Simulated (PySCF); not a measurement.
Spin–spin couplings to the heavy atom in `InChI=1S/C4H8IN/c1-4(5)2-3-6/h2H,3,6H2,1H3/b4-2-`

Geometry:
```
atom   x (Å)   y (Å)   z (Å)
  C1   2.309  -0.298  -0.142
  C2   0.925   0.183  -0.423
  I3   0.876   2.055  -1.434
  C4  -0.204  -0.451  -0.095
  C5  -1.629  -0.021  -0.285
  N6  -2.298   0.403   0.934
  H7   2.271  -1.263   0.386
  H8   2.864   0.423   0.479
  H9   2.881  -0.430  -1.073
 H10  -0.059  -1.404   0.435
 H11  -1.674   0.800  -1.017
 H12  -2.201  -0.856  -0.723
 H13  -1.779   1.172   1.356
 H14  -2.297  -0.349   1.621
```

[PySCF integrals, density fitting: indirect couplings; PBE0/pcJ-1 (dyall-v2z on I), no solvent, finite nuclei, structure from PBE0-D3(BJ)/def2-SVP]

Non-relativistic values:
```json
{"coupling": "1J(127I,13C)", "atoms": "I3 – C2", "J (Hz)": "-138.6"}
{"coupling": "2J(127I,13C)", "atoms": "I3 – C1", "J (Hz)": "9.7"}
{"coupling": "2J(127I,13C)", "atoms": "I3 – C4", "J (Hz)": "-2.7"}
{"coupling": "3J(127I,13C)", "atoms": "I3 – C5", "J (Hz)": "6.4"}
{"coupling": "3J(127I,1H)", "atoms": "I3 – H7/H8/H9", "J (Hz)": "8.8"}
{"coupling": "3J(127I,1H)", "atoms": "I3 – H10", "J (Hz)": "4.1"}
{"coupling": "4J(127I,15N)", "atoms": "I3 – N6", "J (Hz)": "0.5"}
{"coupling": "4J(127I,1H)", "atoms": "I3 – H11/H12", "J (Hz)": "-2.0"}
```

Problem. What do two-component X2C with spin–orbit coupling give?

Solution. 
```
    coupling          atoms  with spin–orbit (Hz)
1J(127I,13C)        I3 – C2                -168.5
2J(127I,13C)        I3 – C1                   6.2
2J(127I,13C)        I3 – C4                  -6.3
3J(127I,13C)        I3 – C5                   4.9
 3J(127I,1H)  I3 – H7/H8/H9                   9.0
 3J(127I,1H)       I3 – H10                   2.1
4J(127I,15N)        I3 – N6                   0.6
 4J(127I,1H)   I3 – H11/H12                  -1.8
```

The largest listed coupling, 1J(127I,13C), ends at 1.22 times its non-relativistic value. Equivalent partners are averaged, as under fast rotation. In the static structure 3J(127I,1H) spreads over 23.0, 1.9, 2.0 Hz. In the static structure 4J(127I,1H) spreads over -3.7, 0.1 Hz. Couplings to strongly quadrupolar nuclei (127I) are seldom resolved in solution.
